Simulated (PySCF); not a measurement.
CH4O2Se, SMILES [Se](O)OC.

Geometry optimised at B3LYP-D3(BJ)/def2-SVP. The structure was generated by enumeration, and PubChem lists no compound with its InChIKey, so it may never have been made. The values are those of a single conformer.

Calculation: HF/def2-TZVP (PySCF).

The molecule is in vacuum.

The total energy is -2589.79127 hartree and the highest occupied level is -9.49 eV. The lowest empty level comes out as 2.62 eV and the orbital gap is 12.12 eV. The dipole moment is 0.27 D and the quadrupole, principal values (traceless, Buckingham form, about the centre of nuclear charge) is -9.20, 1.78, 7.42 D·Å. The mean static polarisability comes out as 43.9 bohr³ (6.51 Å³) and the polarisability, principal values is 35.2, 42.9, 53.7 bohr³.
